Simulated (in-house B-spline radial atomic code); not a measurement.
## Neutral chlorine: [Ne] 3s1 3p6 (an excited or competing configuration)

All numbers are computed (non-relativistic HSE06, spin-polarised, spherical fractional occupations; point nucleus) with a B-spline radial code for spherical atoms, not measured.

Effective charges: Z_r = [3n² - l(l+1)]/(2<r>) from the radius, Z_e = n√(-2ε) from the energy, and Slater's rules. Values are occupation-weighted means over spin.

```json
{"shell": "1s", "electrons": "2", "ε (eV)": "-2770.1", "<r> (bohr)": "0.09138", "Z_r": "16.42", "Z_e": "14.27", "Slater": "16.70"}
{"shell": "2s", "electrons": "2", "ε (eV)": "-261.58", "<r> (bohr)": "0.4452", "Z_r": "13.48", "Z_e": "8.77", "Slater": "12.85"}
{"shell": "2p", "electrons": "6", "ε (eV)": "-199.82", "<r> (bohr)": "0.407", "Z_r": "12.29", "Z_e": "7.66", "Slater": "12.85"}
{"shell": "3s", "electrons": "1", "ε (eV)": "-24.187", "<r> (bohr)": "1.524", "Z_r": "8.86", "Z_e": "4.00", "Slater": "6.10"}
{"shell": "3p", "electrons": "6", "ε (eV)": "-10.107", "<r> (bohr)": "1.822", "Z_r": "6.86", "Z_e": "2.59", "Slater": "6.10"}
```

The least bound orbital is 3p down at -9.325 eV, and it is also the most diffuse (<r> = 1.856 bohr). The part-filled 3s shell lies below the filled 3p shell in orbital energy.
